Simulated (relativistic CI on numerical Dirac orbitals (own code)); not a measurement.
## Level scheme of Er²⁰⁺

Calculated at this level of theory: Dirac-Coulomb-Breit CI, orbitals from a KLI potential per configuration, QED by a radiative potential, unscaled Slater integrals (own radial code, finite nucleus).

Configurations in the expansion (outside the closed core [Ar] 3d10 4s2): 4p6 4d10 4f2, 4p6 4d10 4f 5s, 4p6 4d10 5s2, 4p6 4d10 4f 5p, 4p6 4d9 4f3, 4p6 4d10 5s 5p, 4p6 4d10 5p2, 4p6 4d10 5s 5d, 4p6 4d10 4f 5d, 4p6 4d10 5p 5d, 4p5 4d10 4f3, 4p6 4d9 4f 5s2, 4p6 4d10 4f 5f, 4p6 4d9 4f2 5s, 4p6 4d10 5d2, 4p6 4d9 4f 5s 5p. Levels of other configurations are missing.

The lowest level is 4p6 4d10 4f2 3H_4, with 92 % of that term; Hund's rules for 4p6 4d10 4f2 give 3H with J = 4, in agreement.

```
No.   Configuration  Term  J  E (cm⁻¹)    %     Next component (%)  Landé g        jj configuration (%)
  1    4p6 4d10 4f2    3H  4         0   92                   7 1G    0.815                4f5/2^2 (94)
  2    4p6 4d10 4f2    3H  5     12365  100                           1.031           4f5/2 4f7/2 (100)
  3    4p6 4d10 4f2    3F  2     14457   93                   7 1D    0.688                4f5/2^2 (78)
  4    4p6 4d10 4f2    3F  3     23258  100                           1.081           4f5/2 4f7/2 (100)
  5    4p6 4d10 4f2    1G  4     23344   47                  47 3F    1.104            4f5/2 4f7/2 (94)
  6    4p6 4d10 4f2    3H  6     23889   98                   2 1I    1.162                4f7/2^2 (75)
  7    4p6 4d10 4f2    3F  4     38660   53                  45 1G    1.126                4f7/2^2 (99)
  8    4p6 4d10 4f2    1D  2     51343   72                  22 3P    1.086            4f5/2 4f7/2 (62)
  9    4p6 4d10 4f2    3P  0     58910   97                   3 1S                         4f5/2^2 (74)
 10    4p6 4d10 4f2    1I  6     62878   98                   2 3H    1.001            4f5/2 4f7/2 (75)
 11    4p6 4d10 4f2    3P  1     63581  100                           1.499           4f5/2 4f7/2 (100)
 12    4p6 4d10 4f2    3P  2     71808   78                  21 1D    1.387                4f7/2^2 (80)
 13    4p6 4d10 4f2    1S  0    138208   97                   3 3P                         4f7/2^2 (74)
 14  4p6 4d10 4f 5s   3F°  2    444729  100                           0.664              4f5/2 5s (100)
 15  4p6 4d10 4f 5s   3F°  3    447230   79                 21 1F°    1.064               4f5/2 5s (95)
 16  4p6 4d10 4f 5s   3F°  4    459525  100                           1.248              4f7/2 5s (100)
 17  4p6 4d10 4f 5s   1F°  3    465277   79                 21 3F°    1.016               4f7/2 5s (95)
 18  4p6 4d10 4f 5p    3G  3    710323   67                  24 1F    0.838            4f5/2 5p1/2 (99)
 19  4p6 4d10 4f 5p    3F  2    715127   56                  25 1D    0.840            4f5/2 5p1/2 (98)
 20  4p6 4d10 4f 5p    3D  3    726669   44                  37 3F    1.171            4f7/2 5p1/2 (98)
 21  4p6 4d10 4f 5p    3G  4    730232   41                  32 3F    1.100            4f7/2 5p1/2 (99)
 22  4p6 4d10 4f 5p    3F  3    824209   38                  30 1F    0.960            4f5/2 5p3/2 (97)
 23  4p6 4d10 4f 5p    3D  2    834228   44                  40 3F    0.936            4f5/2 5p3/2 (98)
 24  4p6 4d10 4f 5p    3G  4    834890   53                  44 3F    1.135            4f5/2 5p3/2 (60)
 25  4p6 4d10 4f 5p    3D  1    843908  100                           0.496           4f5/2 5p3/2 (100)
 26  4p6 4d10 4f 5p    3D  3    845749   53                  29 1F    1.189            4f7/2 5p3/2 (97)
 27  4p6 4d10 4f 5p    1G  4    849543   70                  24 3F    1.060            4f7/2 5p3/2 (59)
 28  4p6 4d10 4f 5p    3G  5    850188  100                           1.199           4f7/2 5p3/2 (100)
 29  4p6 4d10 4f 5p    1D  2    863580   60                  37 3D    1.050            4f7/2 5p3/2 (99)
 30    4p6 4d10 5s2    1S  0    909708   98  1 4p6 4d9 4f 5s 5p 1S                          closed (98)
 31  4p6 4d10 5s 5p   3P°  0   1168294  100                                              5s 5p1/2 (100)
 32  4p6 4d10 5s 5p   3P°  1   1185265   84                 15 1P°    1.422               5s 5p1/2 (95)
 33  4p6 4d10 4f 5d   3F°  2   1276168   69                 26 1D°    0.778            4f5/2 5d3/2 (97)
 34  4p6 4d10 4f 5d   3G°  3   1276480   81                 13 1F°    0.798            4f5/2 5d3/2 (95)
 35  4p6 4d10 4f 5d   3H°  4   1277037   56                 38 1G°    0.897            4f5/2 5d3/2 (90)
 36  4p6 4d10 4f 5d   3G°  4   1288069   39                 22 3H°    1.021            4f7/2 5d3/2 (92)
 37  4p6 4d10 4f 5d   3F°  3   1291986   81                 12 3D°    1.099            4f7/2 5d3/2 (73)
 38  4p6 4d10 5s 5p   3P°  2   1292204   99   1 4p6 4d10 4f 5d 3P°    1.498               5s 5p3/2 (99)
 39  4p6 4d10 4f 5d   3D°  1   1292624   73                 17 1P°    0.678            4f5/2 5d3/2 (87)
 40     4p6 4d9 4f3   5H°  3   1293636   51                 39 5G°    0.700        4d5/2^5 4f5/2^3 (57)
 41     4p6 4d9 4f3   5H°  4   1293934   46                 22 5G°    0.965        4d5/2^5 4f5/2^3 (46)
 42  4p6 4d10 4f 5d   3G°  4   1297192   50                 16 1G°    0.993            4f5/2 5d5/2 (79)
 43  4p6 4d10 4f 5d   3H°  5   1297432   77                 16 3G°    1.058            4f7/2 5d3/2 (79)
 44     4p6 4d9 4f3   5G°  2   1298164   96                  3 3F°    0.343        4d5/2^5 4f5/2^3 (54)
 45     4p6 4d9 4f3   5H°  5   1299472   59                 23 5G°    1.112  4d5/2^5 4f5/2^2 4f7/2 (68)
 46  4p6 4d10 4f 5d   3D°  3   1302644   37                 36 1F°    1.096            4f5/2 5d5/2 (75)
 47  4p6 4d10 4f 5d   1D°  2   1303105   42                 29 3P°    1.121            4f7/2 5d3/2 (73)
 48  4p6 4d10 4f 5d   3D°  2   1303922   74                 14 3F°    1.080            4f5/2 5d5/2 (80)
 49     4p6 4d9 4f3   5H°  6   1306984   61                 21 5G°    1.209  4d5/2^5 4f5/2 4f7/2^2 (55)
 50  4p6 4d10 4f 5d   3G°  5   1307385   68                 20 3H°    1.144            4f5/2 5d5/2 (52)
 51  4p6 4d10 4f 5d   3F°  4   1309785   64                 20 1G°    1.197            4f7/2 5d5/2 (87)
 52     4p6 4d9 4f3   5D°  2   1312366   60                 24 5F°    1.335  4d5/2^5 4f5/2^2 4f7/2 (41)
 53     4p6 4d9 4f3   5D°  3   1312676   60                 26 5F°    1.374  4d5/2^5 4f5/2^2 4f7/2 (76)
 54     4p6 4d9 4f3   5D°  4   1313324   54                 18 5F°    1.381  4d5/2^5 4f5/2^2 4f7/2 (50)
 55     4p6 4d9 4f3   5G°  3   1314546   52                 27 5H°    0.797  4d5/2^5 4f5/2^2 4f7/2 (70)
 56     4p6 4d9 4f3   5D°  1   1314757   66                 13 5F°    1.256        4d5/2^5 4f5/2^3 (41)
 57  4p6 4d10 4f 5d   3P°  1   1316328   59                 20 3D°    1.223            4f5/2 5d5/2 (82)
 58     4p6 4d9 4f3   5G°  4   1317320   46                 27 3H°    0.973  4d5/2^5 4f5/2^2 4f7/2 (55)
 59     4p6 4d9 4f3   5H°  7   1317999   65                 24 5I°    1.233  4d5/2^5 4f5/2 4f7/2^2 (57)
 60  4p6 4d10 4f 5d   3H°  6   1318142   91      3 4p6 4d9 4f3 5G°    1.167            4f7/2 5d5/2 (91)
 61     4p6 4d9 4f3   5G°  5   1318397   35                 19 3H°    1.056        4d5/2^5 4f5/2^3 (50)
 62     4p6 4d9 4f3   5D°  0   1318561   93                  7 3P°           4d5/2^5 4f5/2^2 4f7/2 (51)
 63  4p6 4d10 4f 5d   3P°  0   1319754   99      1 4p6 4d9 4f3 3P°                     4f5/2 5d5/2 (99)
 64     4p6 4d9 4f3   5G°  6   1321489   43                 17 5I°    1.174  4d5/2^5 4f5/2^2 4f7/2 (46)
 65  4p6 4d10 4f 5d   3D°  3   1321910   49                 45 1F°    1.161            4f7/2 5d5/2 (97)
 66     4p6 4d9 4f3   5L°  7   1325061   40                 23 5K°    0.991        4d5/2^5 4f5/2^3 (42)
 67  4p6 4d10 4f 5d   1H°  5   1325275   83                 14 3G°    1.030            4f7/2 5d5/2 (51)
 68  4p6 4d10 4f 5d   3P°  2   1325769   61                 21 1D°    1.396            4f7/2 5d5/2 (75)
 69     4p6 4d9 4f3   5L°  8   1325771   59                 23 5K°    1.072  4d5/2^5 4f5/2^2 4f7/2 (76)
 70     4p6 4d9 4f3   5K°  6   1328355   27                 16 5G°    1.026        4d5/2^5 4f5/2^3 (55)
```

Energies count from the lowest computed level; ° marks odd parity. Filled j subshells are mostly left out of the jj labels.

The mean weight of the leading LS term, summed over parents, in these 70 levels is 69 %, and that of the leading jj configuration (from the same eigenvectors) 79 %.

At this charge transitions that keep the count of f electrons are usually good to a few per cent. Terms inside the open d or f shell come out 10 to 20 % too wide with unscaled integrals. Levels that differ in their count of f electrons can be misplaced by several ten thousand cm⁻¹, since the correlation energy of f electrons is missing or only estimated; rates across such gaps can be off by orders of magnitude.

Landé's interval rule says that E(J) − E(J−1) = AJ with one A. For the ground term the intervals give A = 2473.0, 1920.7 cm⁻¹ for J = 5, 6; the multiplet is regular.

LS names give the leading component of a level, which can be under half, so a name can repeat, a term be missing and a line seem to break the LS rules.
